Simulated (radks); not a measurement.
Problem. The mean radii <r> (bohr) of the occupied orbitals of an atom or ion are listed with their occupations. All-electron calculation, non-relativistic Kohn-Sham, Slater X-alpha with alpha = 0.879, spin-unpolarised, spherical densities, point nucleus. Program: a radial shooting solver on a logarithmic mesh with Libxc functionals.

| orbital | occ. | <r> |
|---|---|---|
| 1s | 2 | 0.09122 |
| 2s | 2 | 0.4418 |
| 2p | 6 | 0.4006 |
| 3s | 2 | 1.373 |
| 3p | 2 | 1.475 |

Name the element and its charge.

Solution. Z = 17, chlorine, charge +3: Cl3+ in [Ne] 3s2 3p2. The 1s radius gives Z: for a bare nucleus <r> = 1.5/Z, 0.08824 bohr for Z = 17, and screening makes it slightly larger (0.09122 here). The occupations add up to 14, and the charge is Z minus that.
